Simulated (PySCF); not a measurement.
C2H9AlClGeN, singlet, at a GFN2-xTB geometry (such geometries of metal compounds can be far from the true shape).

Input for PySCF:
```python
from pyscf import gto, scf, mcscf, mp
import numpy

mol = gto.Mole()
mol.atom = '''
    Al    0.182371    0.067065   -0.516491
    Cl    1.530986   -0.269863   -1.984820
    Ge    0.469126   -0.893812    1.681492
    H    -0.596134   -1.836273    2.187697
    H     1.710509   -1.737821    1.836962
    H     0.600750    0.047017    2.854853
    N    -1.282852    1.081115   -0.750393
    C    -1.668083    1.759824   -1.975186
    C    -2.233469    1.305005    0.323015
    H    -2.643276    1.409030   -2.332090
    H    -1.731581    2.843576   -1.823902
    H    -0.921255    1.557340   -2.743420
    H    -2.317614    2.370918    0.563331
    H    -3.229790    0.935615    0.054875
    H    -1.891970    0.771612    1.216057
'''
mol.basis = 'sto-3g'
mol.charge = 0
mol.spin = 0
mol.verbose = 4
mol.build()

mf = scf.RHF(mol)
mf.kernel()
mc = mcscf.CASSCF(mf, 6, 6)
mc.fix_spin_(ss=0.0)
noons, natorbs = mcscf.addons.make_natural_orbitals(mp.MP2(mf).run())
mc.kernel(natorbs)
occ = numpy.linalg.eigvalsh(mc.fcisolver.make_rdm1(mc.ci, mc.ncas, mc.nelecas))[::-1]
ss = mc.fcisolver.spin_square(mc.ci, mc.ncas, mc.nelecas)[0]
print('natural occupations', occ.round(4), ' <S^2>', round(ss, 4))
```

**Question.** What SCF-reference dipole moment does CASSCF(6,6)/STO-3G in PySCF give?

**Answer.** 2.20 D

**Question.** Give the SCF-reference HOMO-LUMO gap at the level CASSCF(6,6)/STO-3G.

**Answer.** 15.20 eV

**Question.** Estimate the SCF-reference Mulliken (on the basis functions themselves) charges in atom order that CASSCF(6,6)/STO-3G returns for this input.

**Answer.** Al1 1.06, Cl2 -0.49, Ge3 0.18, H4 -0.13, H5 -0.13, H6 -0.13, N7 -0.50, C8 -0.09, C9 -0.09, H10 0.05, H11 0.05, H12 0.06, H13 0.05, H14 0.05, H15 0.05

**Question.** Give the total energy at the level CASSCF(6,6)/STO-3G.

**Answer.** -2879.3595 Eh
